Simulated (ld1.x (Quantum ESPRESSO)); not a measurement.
Varying the RRKJ potential for zirconium

Base potential:

- Element: Zr
- Generator: ld1.x (Quantum ESPRESSO) 7.5
- Type: norm-conserving RRKJ (Kleinman–Bylander form)
- Functional: LDA (PZ)
- Relativity: scalar-relativistic
- Frozen core: [Ar] 3d10 4s2
- Valence charge: 10
- Reference configuration: 4p6 4d2 5s1.75 5p0 (charge +0.25)
- Partial waves: 4p (bound): rc 2.25 bohr; 4d (bound): rc 2.00 bohr; 5s (bound): rc 3.15 bohr
- Local potential: the s channel
- Core correction: none

All-electron outer shells of the reference configuration (LDA (PZ), scalar-relativistic, ld1.x):

```
shell  level (eV)  outermost node (bohr)  outermost maximum (bohr)
   3d     -176.51                      –                      0.35
   4s      -56.08                   0.55                      1.08
   4p      -34.07                   0.56                      1.17
   5s       -5.94                   1.46                      3.08
   4d       -5.25                   0.58                      1.61
   5p       -2.70                   1.69                      4.00
```

Cutoffs, loose and tight: the cutoffs (Ry, on a coarse ladder) from which the occupation-weighted sum of valence levels, in a spherical-Bessel basis at the reference potential, stays within 10 and 1 mRy of its value at 400 Ry. They do not see the model core or the augmentation charge, which bear on the density cutoff. Test errors are all-electron minus pseudo excitation energies from the reference, over the configurations 4p6 4d2 5s2 5p0; 4p6 4d2 5s1 5p0; 4p6 4d2 5s0 5p0; 4p6 4d0 5s0 5p0; 4p6 4d2 5s0 5p1; 4p6 4d1 5s2 5p1; 4p6 4d3 5s1 5p0 (two spin-polarised tests are not counted in the largest error). A dash means not determined; rows that change the core or the reference have their own tests.

```csv
change,outcome,"cutoff, loose","cutoff, tight",bound ghosts,largest test error (meV)
base,generated,25 Ry,35 Ry,none,-855
wave 4d (bound): rc 2.00 bohr becomes 4d (bound): rc 1.26 bohr,generated,40 Ry,60 Ry,none,-856
wave 4d (bound): rc 2.00 bohr becomes 4d (bound): rc 1.96 bohr,generated,30 Ry,35 Ry,none,-855
wave 4d (bound): rc 2.00 bohr becomes 4d (bound): rc 2.70 bohr,generated,21 Ry,25 Ry,none,-855
wave 4d (bound): rc 2.00 bohr becomes 4d (bound): rc 3.00 bohr,generated,21 Ry,25 Ry,none,-856
```

(1) What comes out with this change to the base: wave 4d (bound): rc 2.00 bohr becomes 4d (bound): rc 1.64 bohr?

(2) What comes out with this change to the base: wave 4d (bound): rc 2.00 bohr becomes 4d (bound): rc 2.24 bohr?

Answers

(1) outcome: generated; cutoff, loose: 30 Ry; cutoff, tight: 50 Ry; bound ghosts: none; largest test error (meV): -856.

(2) outcome: generated; cutoff, loose: 25 Ry; cutoff, tight: 30 Ry; bound ghosts: none; largest test error (meV): -855.

Reading the sweep of the d radius (base included, trends over the rows without a ghost): The loose cutoff falls from 40 Ry at 1.26 to 21 Ry at 3 bohr. A larger radius leaves more room for a smooth pseudo-wave, so fewer plane waves are needed; a smaller one forces it to follow the all-electron wave where it bends sharply. The median size of the test errors (rows with all tests solved) falls from 40.9 meV at 1.26 to 15.0 meV at 3 bohr. This runs against the usual rule that a larger radius transfers worse; these runs do not show why.
